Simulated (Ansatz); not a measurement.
Ansatz (a quantum-chemistry and plane-wave program) input (CCSD(T)/6-31G*):

Ansatz 0.2 input:
```yaml
crystal:
  periodic: [false, false, false]
  atoms:
    - {symbol: C, position_ang: [-1.64281214, 0.27827194, 0.02193341]}
    - {symbol: C, position_ang: [-1.25803757, -1.14795589, -0.20674132]}
    - {symbol: C, position_ang: [0.26495727, -1.07834323, -0.42092713]}
    - {symbol: C, position_ang: [0.70659956, 0.14050599, 0.39810870]}
    - {symbol: C, position_ang: [-0.44134390, 1.14476656, 0.19080129]}
    - {symbol: N, position_ang: [1.99447967, 0.66878352, -0.04479312]}
    - {symbol: H, position_ang: [-2.66210076, 0.63590376, 0.05160505]}
    - {symbol: H, position_ang: [-1.50072546, -1.77233893, 0.66638670]}
    - {symbol: H, position_ang: [-1.78113393, -1.60636623, -1.05209945]}
    - {symbol: H, position_ang: [0.49143630, -0.88127229, -1.47177482]}
    - {symbol: H, position_ang: [0.78356478, -1.99372552, -0.13041011]}
    - {symbol: H, position_ang: [0.71096698, -0.14820615, 1.46099237]}
    - {symbol: H, position_ang: [-0.53172524, 1.86313293, 1.01261986]}
    - {symbol: H, position_ang: [-0.22849314, 1.73408207, -0.71476832]}
    - {symbol: H, position_ang: [2.25337628, 1.48283679, 0.50165166]}
    - {symbol: H, position_ang: [2.72729696, -0.01900308, 0.09029911]}
basis:
  gaussian:
    orbitals: 6-31G*
magnetization: {spin_polarized: true, initial_magnetization: 1}
correlation: {method: ccsd_t, electrons: outside_noble_gas}
```

End of the output:

```
integrals: 0.30 GiB planned
1185 factors; integrals over basis functions are off by at most 6.3e-4 eV
0.45 GiB of device memory are held for the factors and their scratch space
mean field: 0.48 GiB planned
mean field evaluation 1: about -6787.0400 eV, gradient 2.5e1 eV
mean field evaluation 2: about -6787.0401 eV, gradient 2.5e1 eV
mean field evaluation 4: about -6790.8029 eV, gradient 3.2e0 eV
mean field evaluation 8: about -6790.8880 eV, gradient 5.6e-2 eV
mean field evaluation 16: about -6790.8058 eV, gradient 3.2e0 eV
mean field evaluation 32: about -6790.8877 eV, gradient 8.0e-6 eV
mean field -6790.88767463 eV, -249.5605190135 hartree, gradient 1.6e-6 eV, S^2 0.764592; 1 other end points of the search recorded, 0 dependent functions left out
6 core orbitals not correlated
reference -6790.88767463 eV, -249.5605190135 hartree; 18, 17 occupied and 86, 87 virtual orbitals, 1185 factors
second order -21.46688608 eV of doubles, -0.00000000 eV of singles
coupled cluster: 2.41 GiB planned
cycle   1  -22.49763620 eV  change    -1.0e0 eV  update   9.6e-2
cycle   2  -23.11576139 eV  change   -6.2e-1 eV  update   2.9e-2
cycle   3  -23.22408133 eV  change   -1.1e-1 eV  update   1.2e-2
cycle   4  -23.22682879 eV  change   -2.7e-3 eV  update   3.9e-3
cycle   5  -23.22723276 eV  change   -4.0e-4 eV  update   1.6e-3
cycle   6  -23.22712061 eV  change    1.1e-4 eV  update   6.3e-4
cycle   7  -23.22696365 eV  change    1.6e-4 eV  update   2.2e-4
cycle   8  -23.22697012 eV  change   -6.5e-6 eV  update   8.4e-5
cycle   9  -23.22697376 eV  change   -3.6e-6 eV  update   3.0e-5
perturbative correction -0.70622795 eV, -0.0259533984 hartree
Total energy: -6814.82087634 eV, -250.4400479540 hartree
```

It need not be the lowest isomer of its formula.
